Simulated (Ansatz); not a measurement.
Born–Oppenheimer molecular dynamics of B2ClFH4Si2 (10 atoms, charge 0, multiplicity 1). It starts from a relaxed structure.

All numbers below come from Ansatz 0.2.0, RKS B3LYP/STO-3G.

| Item | Value |
| --- | --- |
| ensemble | NVT, Langevin thermostat |
| time step | 1 fs |
| steps asked | 163 |
| set temperature | 1000 K |
| friction | 0.005 /fs |
| masses | H 3.016 u |
| seed | 967895 |

First frame:

```xyz
10
Properties=species:S:1:pos:R:3
F -1.875 -1.807 0.685
Si -0.415 -1.625 -0.025
B 1.533 -0.673 -0.884
B 0.407 -0.004 -0.243
Si -0.238 1.730 0.277
Cl -1.345 1.636 2.096
H 0.027 -2.961 -0.390
H 2.335 -1.365 -1.374
H -1.160 2.325 -0.671
H 0.814 2.692 0.532
```

Task: What does the run give?

Result: The run went to its last step.

```
steps done                                               : 163
time covered                                             : 163 fs
mean temperature over the second half                    : 723 K
spread of the potential energy over the second half      : 12.4 meV per atom
mean potential energy of the second half above the start : 66.3 meV per atom
```

The mean temperature of the second half is 28 % below the set value. A run of 0.16 ps of so small a system gives no equilibrium averages. Limits of this set-up: minimal basis.

Task: What happens to the structure?

Result: The same pairs are bonded in the first frame and the last. Pairs count as bonded within 1.25 times the sum of covalent radii (0.12 Å more for H–H). Another seed would give other details.

Task: How do temperature and energy run in time?

Result: 
```json
{"time (fs)": "0.0", "T (K)": "900", "potential energy less start (eV)": "0.000"}
{"time (fs)": "5.0", "T (K)": "642", "potential energy less start (eV)": "0.359"}
{"time (fs)": "10.0", "T (K)": "566", "potential energy less start (eV)": "0.445"}
{"time (fs)": "15.0", "T (K)": "497", "potential energy less start (eV)": "0.626"}
{"time (fs)": "20.0", "T (K)": "563", "potential energy less start (eV)": "0.597"}
{"time (fs)": "25.0", "T (K)": "716", "potential energy less start (eV)": "0.315"}
{"time (fs)": "30.0", "T (K)": "742", "potential energy less start (eV)": "0.367"}
{"time (fs)": "35.0", "T (K)": "680", "potential energy less start (eV)": "0.433"}
{"time (fs)": "40.0", "T (K)": "412", "potential energy less start (eV)": "0.713"}
{"time (fs)": "45.0", "T (K)": "537", "potential energy less start (eV)": "0.484"}
{"time (fs)": "50.0", "T (K)": "711", "potential energy less start (eV)": "0.363"}
{"time (fs)": "55.0", "T (K)": "500", "potential energy less start (eV)": "0.658"}
{"time (fs)": "60.0", "T (K)": "585", "potential energy less start (eV)": "0.647"}
{"time (fs)": "65.0", "T (K)": "480", "potential energy less start (eV)": "0.798"}
{"time (fs)": "70.0", "T (K)": "451", "potential energy less start (eV)": "0.925"}
{"time (fs)": "75.0", "T (K)": "675", "potential energy less start (eV)": "0.605"}
{"time (fs)": "80.0", "T (K)": "547", "potential energy less start (eV)": "0.673"}
{"time (fs)": "85.0", "T (K)": "454", "potential energy less start (eV)": "0.732"}
{"time (fs)": "90.0", "T (K)": "472", "potential energy less start (eV)": "0.648"}
{"time (fs)": "95.0", "T (K)": "465", "potential energy less start (eV)": "0.726"}
{"time (fs)": "100.0", "T (K)": "742", "potential energy less start (eV)": "0.506"}
{"time (fs)": "105.0", "T (K)": "542", "potential energy less start (eV)": "0.633"}
{"time (fs)": "110.0", "T (K)": "640", "potential energy less start (eV)": "0.550"}
{"time (fs)": "115.0", "T (K)": "523", "potential energy less start (eV)": "0.717"}
{"time (fs)": "120.0", "T (K)": "506", "potential energy less start (eV)": "0.821"}
{"time (fs)": "125.0", "T (K)": "805", "potential energy less start (eV)": "0.507"}
{"time (fs)": "130.0", "T (K)": "1110", "potential energy less start (eV)": "0.412"}
{"time (fs)": "135.0", "T (K)": "867", "potential energy less start (eV)": "0.712"}
{"time (fs)": "140.0", "T (K)": "922", "potential energy less start (eV)": "0.718"}
{"time (fs)": "145.0", "T (K)": "796", "potential energy less start (eV)": "0.879"}
{"time (fs)": "150.0", "T (K)": "790", "potential energy less start (eV)": "0.797"}
{"time (fs)": "155.0", "T (K)": "974", "potential energy less start (eV)": "0.584"}
{"time (fs)": "160.0", "T (K)": "889", "potential energy less start (eV)": "0.715"}
```

Time of the run: 8.4 min on 1 thread of Arm Neoverse V1, with other jobs on the host, peak memory 0.12 GiB.
